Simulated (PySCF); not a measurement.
CHOS (SMILES [OH+]=C=S), charge +1, singlet, geometry from GFN2-xTB, with bond 4-1 at 2.0 times its length; PySCF with TPSS/def2-SV(P).

PySCF was given this input:
```python
from pyscf import gto, scf, dft

mol = gto.Mole()
mol.atom = '''
    O    -0.051685    0.007582   -1.622180
    C     0.028890   -0.021204   -0.402282
    S    -0.022332    0.026657    1.103045
    H     1.246585   -0.727471   -2.892992
'''
mol.basis = 'def2-sv(p)'
mol.charge = 1
mol.spin = 0
mol.verbose = 4
mol.build()

mf = dft.RKS(mol)
mf.xc = 'tpss'
mf.init_guess = 'huckel'
mf.kernel()
```

Output, abridged:

```
PySCF version 2.14.0

[INPUT] verbose = 4
[INPUT] num. atoms = 4
[INPUT] num. electrons = 30
[INPUT] charge = 1
[INPUT] spin (= nelec alpha-beta = 2S) = 0
[INPUT] symmetry False subgroup None
[INPUT] Mole.unit = angstrom
[INPUT] Symbol           X                Y                Z      unit          X                Y                Z       unit  Magmom
[...]
nuclear repulsion = 84.591882722253
number of shells = 22
number of NR pGTOs = 88
number of NR cGTOs = 48
basis = def2-sv(p)
ecp = {}

******** <class 'pyscf.dft.rks.RKS'> ********
method = RKS
initial guess = huckel
damping factor = 0
level_shift factor = 0
DIIS = <class 'pyscf.scf.diis.CDIIS'>
diis_start_cycle = 1
diis_space = 8
diis_damp = 0
SCF conv_tol = 1e-09
SCF conv_tol_grad = None
SCF max_cycles = 50
direct_scf = True
direct_scf_tol = 1e-13
XC library pyscf.dft.libxc version 7.1.2
    S. Lehtola, C. Steigemann, M. J. T. Oliveira, and M. A. L. Marques,  SoftwareX 7, 1–5 (2018)
XC functionals = tpss
    J. Tao, J. P. Perdew, V. N. Staroverov, and G. E. Scuseria,  Phys. Rev. Lett. 91, 146401 (2003)
    J. P. Perdew, J. Tao, V. N. Staroverov, and G. E. Scuseria,  J. Chem. Phys. 120, 6898 (2004)
    J. Tao, J. P. Perdew, V. N. Staroverov, and G. E. Scuseria,  Phys. Rev. Lett. 91, 146401 (2003)
    J. P. Perdew, J. Tao, V. N. Staroverov, and G. E. Scuseria,  J. Chem. Phys. 120, 6898 (2004)
radial grids:
    Treutler-Ahlrichs [JCP 102, 346 (1995); DOI:10.1063/1.469408] (M4) radial grids

becke partition: Becke, JCP 88, 2547 (1988); DOI:10.1063/1.454033
pruning grids: <function nwchem_prune>
grids dens level: 3
symmetrized grids: False
atomic radii adjust function: <function treutler_atomic_radii_adjust>
small_rho_cutoff = 0
Set gradient conv threshold to 3.16228e-05
Initial guess from on-the-fly Huckel, doi:10.1021/acs.jctc.8b01089.
Spherically averaged atomic HF for {'O', 'H', 'S', 'C'}

******** <class 'pyscf.scf.atom_hf.AtomSphAverageRHF'> ********
method = AtomSphAverageRHF
initial guess = minao
damping factor = 0
level_shift factor = 0
DIIS = <class 'pyscf.scf.diis.CDIIS'>
diis_start_cycle = 1
diis_space = 8
diis_damp = 0
SCF conv_tol = 1e-09
SCF conv_tol_grad = None
SCF max_cycles = 50
direct_scf = True
direct_scf_tol = 1e-13
atom = O
Set gradient conv threshold to 3.16228e-05
Initial guess from minao.
init E= -74.1788039093236
cycle= 1 E= -74.1948875786556  delta_E= -0.0161  |g|=    0  |ddm|= 0.106
cycle= 2 E= -74.1952027336708  delta_E= -0.000315  |g|=    0  |ddm|= 0.0459
cycle= 3 E= -74.1952618091125  delta_E= -5.91e-05  |g|=    0  |ddm|= 0.0112
cycle= 4 E= -74.1952623833981  delta_E= -5.74e-07  |g|=    0  |ddm|= 0.00215
cycle= 5 E= -74.1952623834021  delta_E= -3.99e-12  |g|=    0  |ddm|= 2.69e-06
Extra cycle  E= -74.1952623834021  delta_E=    0  |g|=    0  |ddm|= 5.97e-08
Atomic HF for atom  O  converged. SCF energy = -74.1952623834021

******** <class 'pyscf.scf.atom_hf.AtomSphAverageRHF'> ********
method = AtomSphAverageRHF
initial guess = minao
damping factor = 0
level_shift factor = 0
DIIS = <class 'pyscf.scf.diis.CDIIS'>
diis_start_cycle = 1
diis_space = 8
diis_damp = 0
SCF conv_tol = 1e-09
SCF conv_tol_grad = None
SCF max_cycles = 50
direct_scf = True
direct_scf_tol = 1e-13
atom = C
Set gradient conv threshold to 3.16228e-05
Initial guess from minao.
init E= -37.2333149440104
cycle= 1 E= -37.2800860473189  delta_E= -0.0468  |g|=    0  |ddm|= 0.442
cycle= 2 E= -37.2840519877499  delta_E= -0.00397  |g|=    0  |ddm|= 0.177
cycle= 3 E= -37.2844600537634  delta_E= -0.000408  |g|=    0  |ddm|= 0.0341
cycle= 4 E= -37.2844632102069  delta_E= -3.16e-06  |g|=    0  |ddm|= 0.00702
cycle= 5 E= -37.2844632104837  delta_E= -2.77e-10  |g|=    0  |ddm|= 4.49e-05
Extra cycle  E= -37.284463210485  delta_E= -1.39e-12  |g|=    0  |ddm|= 4.1e-06
Atomic HF for atom  C  converged. SCF energy = -37.284463210485

******** <class 'pyscf.scf.atom_hf.AtomSphAverageRHF'> ********
method = AtomSphAverageRHF
initial guess = minao
damping factor = 0
level_shift factor = 0
DIIS = <class 'pyscf.scf.diis.CDIIS'>
diis_start_cycle = 1
diis_space = 8
diis_damp = 0
SCF conv_tol = 1e-09
SCF conv_tol_grad = None
SCF max_cycles = 50
direct_scf = True
direct_scf_tol = 1e-13
atom = S
Set gradient conv threshold to 3.16228e-05
Initial guess from minao.
init E= -397.022043699383
cycle= 1 E= -397.054064985953  delta_E= -0.032  |g|=    0  |ddm|= 0.137
cycle= 2 E= -397.054130671181  delta_E= -6.57e-05  |g|=    0  |ddm|= 0.0346
cycle= 3 E= -397.054133500904  delta_E= -2.83e-06  |g|=    0  |ddm|= 0.00351
cycle= 4 E= -397.054133574247  delta_E= -7.33e-08  |g|=    0  |ddm|= 0.0016
cycle= 5 E= -397.05413357434  delta_E= -9.32e-11  |g|=    0  |ddm|= 2.03e-05
Extra cycle  E= -397.05413357434  delta_E= 2.27e-13  |g|=    0  |ddm|= 1.92e-07
Atomic HF for atom  S  converged. SCF energy = -397.05413357434

******** 1 electron system ********
Atomic HF for atom  H  converged. SCF energy = -0.499278405714347

WARN: HOMO -0.289061499969836 == LUMO -0.288538988123289

tot grids = 56888
init E= -508.852682402195
[...]
cycle= 1 E= -498.17276525921  delta_E= 10.7  |g|= 5.66  |ddm|= 7.47
[...]
cycle= 2 E= -480.322000077339  delta_E= 17.9  |g|= 5.48  |ddm|= 12.9
[...]
cycle= 3 E= -499.084545949839  delta_E= -18.8  |g|= 4.95  |ddm|=   19
[...]
cycle= 4 E= -510.200008994154  delta_E= -11.1  |g|= 2.26  |ddm|= 15.3
[...]
cycle= 5 E= -509.694487407038  delta_E= 0.506  |g|= 2.62  |ddm|= 0.891
[...]
cycle= 6 E= -509.261166806931  delta_E= 0.433  |g|= 2.86  |ddm|= 0.441
[...]
cycle= 7 E= -509.525855437117  delta_E= -0.265  |g|= 2.69  |ddm|= 0.306
[...]
cycle= 8 E= -509.798519057785  delta_E= -0.273  |g|= 2.55  |ddm|= 0.407
[...]
cycle= 9 E= -511.026860372167  delta_E= -1.23  |g|=  1.3  |ddm|= 1.12
[...]
cycle= 10 E= -511.281649065106  delta_E= -0.255  |g|= 0.735  |ddm|= 1.75
[...]
cycle= 11 E= -511.415304296736  delta_E= -0.134  |g|= 0.352  |ddm|= 1.33
[...]
cycle= 12 E= -511.458561732593  delta_E= -0.0433  |g|= 0.22  |ddm|= 0.928
[...]
cycle= 13 E= -511.481239479892  delta_E= -0.0227  |g|= 0.0779  |ddm|= 0.411
[...]
cycle= 14 E= -511.475614467982  delta_E= 0.00563  |g|= 0.124  |ddm|= 0.312
[...]
cycle= 15 E= -511.483597692733  delta_E= -0.00798  |g|= 0.0393  |ddm|= 0.132
[...]
cycle= 16 E= -511.484445009398  delta_E= -0.000847  |g|= 0.012  |ddm|= 0.0447
[...]
cycle= 17 E= -511.484540157761  delta_E= -9.51e-05  |g|= 0.000587  |ddm|= 0.022
[...]
cycle= 18 E= -511.484540330409  delta_E= -1.73e-07  |g|= 0.000235  |ddm|= 0.0011
[...]
cycle= 19 E= -511.484540345674  delta_E= -1.53e-08  |g|= 1.52e-05  |ddm|= 0.000238
[...]
cycle= 20 E= -511.484540345748  delta_E= -7.45e-11  |g|= 2.26e-06  |ddm|= 1.82e-05
[...]
Extra cycle  E= -511.484540345736  delta_E= 1.19e-11  |g|= 7.49e-06  |ddm|= 7.73e-06
converged SCF energy = -511.484540345736
```
